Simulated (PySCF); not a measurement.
Computed shifts of a molecule C2H11NSi3, B3LYP/pcSseg-1 (PySCF), GIAO, gas phase, atoms alike by connectivity averaged where their shifts nearly agree, in ppm (number of nuclei): ²⁹Si: -12.4 (2), -57.0 (1). ¹⁵N: 6.2 (1). ¹³C: 11.6 (2). ¹H: 5.12 (1), 5.08 (1), 5.00 (1), 4.99 (3), 4.98 (1), 1.46 (1), 1.44 (1), 1.30 (1), 1.28 (1). References: ²⁹Si against TMS (σ = 338.7 ppm); ¹⁵N against NH3 (σ = 265.5 ppm); ¹³C against TMS (σ = 181.3 ppm); ¹H against TMS (σ = 31.68 ppm), references at their B3LYP-D3(BJ)/def2-TZVP geometries, non-relativistic. Geometry optimised at PBE0-D3(BJ)/def2-SVP. Other conformers were not sampled.

Q: Pick the molecule that these values belong to.
A. C[SiH2]C1[SiH2]N[SiH2]1
B. CCN1[SiH2][SiH2][SiH2]1
C. [SiH3]N1[SiH2]CC[SiH2]1
D. C[Si@@H]1N[Si@H](C)[SiH2]1

A: C, [SiH3]N1[SiH2]CC[SiH2]1
